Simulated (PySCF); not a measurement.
# Ionisation energy of Yb(59+) by level of theory

Yb(59+) [Ne] 3s1 (2S) → Yb(60+) [Ne] (1S), as a difference of total energies. All numbers are calculated (PySCF 2.14, the spin-free X2C one-electron Hamiltonian (Gaussian nucleus), in an uncontracted even-tempered set (17 s from 16 bohr⁻², ratio 2.5; 12 p from 20 bohr⁻², ratio 2.5; 4 d from 74 bohr⁻², ratio 2.7; 4 f from 110 bohr⁻², ratio 2.7)). Correlated levels: outer shells: 1s2 frozen; virtual orbitals above 40 to 60 times the deepest correlated orbital energy dropped. The calculations carry no spin-orbit coupling.

```json
{"method": "UHF", "ionisation energy (eV)": "6238.3"}
{"method": "MP2 (outer shells)", "ionisation energy (eV)": "6239.1"}
{"method": "SCS-MP2 (outer shells)", "ionisation energy (eV)": "6239.0"}
{"method": "CCSD (outer shells)", "ionisation energy (eV)": "6239.1"}
{"method": "CCSD(T) (outer shells)", "ionisation energy (eV)": "6239.1"}
```

Breit and QED terms and the two-electron picture change are absent.

For comparison: 6236 ± 7 eV (theoretical estimate listed by NIST; NIST Atomic Spectra Database, ionization energies).
